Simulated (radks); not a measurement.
The chlorine anion Cl-, [Ar], held by a Watson sphere: a shell of charge +1 at radius R that stands for the Madelung well of a crystal (potential energy -1/R inside, -1/r outside, in hartree with lengths in bohr). Method: scalar-relativistic Kohn-Sham, PBEsol, spin-polarised, spherical densities, finite nucleus; Fermi nuclear charge, rms radius of each element as measured or else 0.836 A^(1/3) + 0.57 fm; computed with a radial shooting solver on a logarithmic mesh with Libxc functionals. Response by self-consistent Sternheimer equations with the Hartree and adiabatic LDA kernel, the relativistic mass of each level held fixed and spin-orbit coupling left out. The sphere does not respond.

| R (bohr) | e(2p) (eV) | e(3s) (eV) | e(3p) (eV) | <r> 3p (bohr) | sum of <r^2> (bohr^2) | X-ray form factor at sin(theta)/lambda = 0.3 1/angstrom | alpha (bohr^3) |
|---|---|---|---|---|---|---|---|
| 2.01 | -189.48 | -20.814 | -9.002 | 1.872 | 32.62 | 9.579 | 17.56 |
| 2.5 | -189.19 | -19.853 | -8.226 | 1.927 | 34.44 | 9.547 | 20.73 |
| 2.65 | -189.06 | -19.579 | -7.983 | 1.941 | 34.93 | 9.544 | 21.77 |
| 4.25 | -187.36 | -17.269 | -5.743 | 2.026 | 38.22 | 9.549 | 32.70 |
| 4.58 | -187.03 | -16.914 | -5.386 | 2.034 | 38.59 | 9.550 | 34.63 |
